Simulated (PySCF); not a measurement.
**Spin states and ions at one geometry of [WOF3]−**

PySCF 2.14.0, RKS B3LYP, W def2-SVP with ECP60, O def2-SVP, F def2-SVP; non-relativistic Hamiltonian with scalar-relativistic core potentials where named; density fitting; no spin-orbit coupling; singlets restricted, open shells unrestricted. The geometry is relaxed for charge -1, singlet, vacuum:

```xyz
5

W     0.0647    0.0000    0.0036
O     1.7641    0.0000    0.3330
F    -0.1274    1.8683   -0.2322
F    -1.8706    0.0000    0.3057
F    -0.1274   -1.8683   -0.2322
```

Energies count from the relaxed state; an electron taken off or put on is at rest in vacuum. Charges and spins are Mulliken's.

Q: Order these states by energy, lowest first.
A. charge -1, quintet, vacuum
B. charge 0, doublet, vacuum
C. charge -1, triplet, vacuum
D. charge -1, singlet, vacuum

A: D (0.00 eV), C (0.68 eV), B (3.04 eV), A (5.98 eV).

Q: How do charge and spin on the first atom follow?

A: 
```json
{"state": "charge -1, singlet, vacuum", "spin squared": "0.00", "charge on W1 (e)": "0.67", "spin on W1 (e)": "0.00", "dipole about the centre of mass (D)": "0.26"}
{"state": "charge -1, triplet, vacuum", "spin squared": "2.01", "charge on W1 (e)": "0.78", "spin on W1 (e)": "1.96", "dipole about the centre of mass (D)": "0.53"}
{"state": "charge -1, quintet, vacuum", "spin squared": "6.01", "charge on W1 (e)": "0.60", "spin on W1 (e)": "2.78", "dipole about the centre of mass (D)": "1.67"}
{"state": "charge 0, doublet, vacuum", "spin squared": "0.75", "charge on W1 (e)": "1.30", "spin on W1 (e)": "1.05", "dipole about the centre of mass (D)": "0.71"}
```

With an electron taken off (doublet) the charges change, summed by element, by W +0.64 e, O +0.14 e, F +0.23 e. The vertical ionisation energy is 3.04 eV, against −ε(HOMO) = 0.63 eV of the relaxed state. The level lies 2.4 eV too high, as is usual for semilocal functionals and global hybrids, which keep a self-interaction error.

Open shells may have lower solutions than those found.
